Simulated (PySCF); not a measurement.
## Continuum solvent and chemical shifts

Mapped SMILES: `[CH2:1]=[C:2]([CH3:3])[CH:4]1[CH2:5][SiH2:6][CH2:7]1`. Hydrogens are named by the atom that carries them. Ha(C5), Ha(Si6), Ha(C7) are cis to C2 on the ring; Ha(C1) is cis to C3; Hb(C5), Hb(Si6), Hb(C7) are trans to C2 on the ring; Hb(C1) is trans to C3.

GIAO PBE0/pcSseg-1 in PySCF 2.14 on one PBE0-D3(BJ)/def2-SVP conformer, non-relativistic, equivalent nuclei averaged. Solvents enter as an IEF-PCM continuum (acetone with ε = 20.5, water with ε = 78.4) around the gas-phase geometry. Shifts are referred to TMS computed in the same medium.

Gas phase, δ in ppm: C2 159.9, C1 114.9, C4 43.2, C3 22.9, C5/C7 15.8, Si6 -40.8, Ha(C1) 5.09, Hb(C1) 5.03, Ha(Si6) 4.66, Hb(Si6) 4.64, H(C4) 2.70, H(C3) 1.77, Hb(C5)/Hb(C7) 1.22, Ha(C5)/Ha(C7) 1.04. Dipole moment 0.43 D.

Task: How does each δ change in the continuum?

Result: 
```
        atoms                                                environment  Δδ, acetone  Δδ, water
           C2                            fully substituted alkene carbon         +4.2       +4.5
           C1                                       terminal =CH2 carbon         -1.0       -1.1
           C4                                             allylic sp3 CH         +0.7       +0.7
           C3                                      allylic methyl carbon         +0.4       +0.4
        C5/C7                                       sp3 CH2 bonded to Si         +0.9       +0.9
          Si6           silicon bonded to 2 C, 2 H, in a 4-membered ring         -0.1       -0.1
       Ha(C1)                         hydrogen on a terminal =CH2 carbon        +0.03      +0.04
       Hb(C1)                         hydrogen on a terminal =CH2 carbon        +0.01      +0.01
      Ha(Si6)  hydrogen on a silicon bonded to 2 C, in a 4-membered ring        -0.08      -0.08
      Hb(Si6)  hydrogen on a silicon bonded to 2 C, in a 4-membered ring        -0.11      -0.11
        H(C4)                              hydrogen on an allylic sp3 CH        +0.13      +0.14
        H(C3)                       hydrogen on an allylic methyl carbon        +0.07      +0.07
Hb(C5)/Hb(C7)                        hydrogen on an sp3 CH2 bonded to Si        +0.06      +0.06
Ha(C5)/Ha(C7)                        hydrogen on an sp3 CH2 bonded to Si        +0.07      +0.07
```

Changes are relative to the gas phase. The dipole moment becomes 0.64 D in acetone, 0.66 D in water.

Task: Which of the listed nuclei move most (in ppm), and what does the model miss?

Result: C2 (fully substituted alkene carbon, +4.5 ppm) in water. A continuum only polarises the solute; specific hydrogen bonds, the anisotropy of aromatic solvents and changes of geometry or conformer are outside it.
